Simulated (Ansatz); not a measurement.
```yaml
crystal:
  periodic: [false, false, false]
  atoms:
    - {symbol: Cr, position_ang: [0.955339, -0.504166, 0.001169]}
    - {symbol: C, position_ang: [0.000850, 0.008339, 1.700764]}
    - {symbol: H, position_ang: [-0.130622, 1.098945, 1.775056]}
    - {symbol: H, position_ang: [0.640309, -0.333870, 2.538158]}
    - {symbol: H, position_ang: [-0.979568, -0.486933, 1.775511]}
    - {symbol: C, position_ang: [-0.002844, -0.006531, -1.700763]}
    - {symbol: H, position_ang: [-0.986692, -0.496413, -1.765449]}
    - {symbol: H, position_ang: [0.630921, -0.363248, -2.536443]}
    - {symbol: H, position_ang: [-0.127694, 1.083887, -1.787992]}
basis:
  gaussian: {orbitals: def2-TZVP, fitting: {mean_field: cc-pVTZ-jkfit}, final_grid: {core_spheres: 20, valence_spheres: 16, degree: 47}}
magnetization: {spin_polarized: true, initial_magnetization: 4}
hamiltonian: {xc: {name: SVWN5}}
smearing: {width: 0.1}
output: {forces: true}
```

```sh
$ ansatz run in.yaml --threads 2 --pin off --events-out ev --progress --plain --max-ram 4352MiB
```

Task: Predict how Ansatz answers.

Result: The program refused the input. The input holds a key that doesn't belong there.
```
Error: YAML parse error: error: line 17 column 1: unknown field `smearing`, expected one of crystal, accuracy, basis, kpoints, hamiltonian, magnetization, projection, total_charge, correlation, batch, efield, external_charges, scf, relax, neb, saddle, md, ramp, phonons, dielectric, real_time, elastic, magnetic_configurations, gw, evaluate, workflow, output, checkpoint, execution
15 | magnetization: {spin_polarized: true, initial_magnetization: 4}
16 | hamiltonian: {xc: {name: SVWN5}}
17 | smearing: {width: 0.1}
18 | output: {forces: true}
```
